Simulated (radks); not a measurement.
Task: These are the eigenvalues of the occupied orbitals of an atom or ion with whole-number occupations (hartree). All-electron calculation, scalar-relativistic Kohn-Sham, BLYP, spin-polarised, spherical densities, point nucleus. Program: a radial shooting solver on a logarithmic mesh with Libxc functionals.

1s up: -2515.346
1s down: -2515.344
2s up: -464.9150
2s down: -464.8076
2p up: -412.2514
2p down: -412.1643
3s up: -136.6264
3s down: -136.5563
3p up: -120.9547
3p down: -120.8791
3d up: -102.8398
3d down: -102.7381
4s up: -55.35739
4s down: -55.08954
4p up: -49.75583
4p down: -49.49131
4d up: -42.82512
4d down: -42.56056
5f up: -20.84058

Which element is it, and in what charge state? The configuration may be excited. Open shells, if any, are filled with parallel spins first.

Result: Z = 73, tantalum, charge +29: Ta29+ in [Kr] 4d7 5f1. The list shows which subshells hold electrons but not how many an open one holds; the 1s level, -2515.3 hartree, gives Z - s = 70.9 by -(Z - s)^2/2, which with screening and relativity narrows Z to a few neighbours, and the depths of the outer levels then fix element, charge and occupations together.
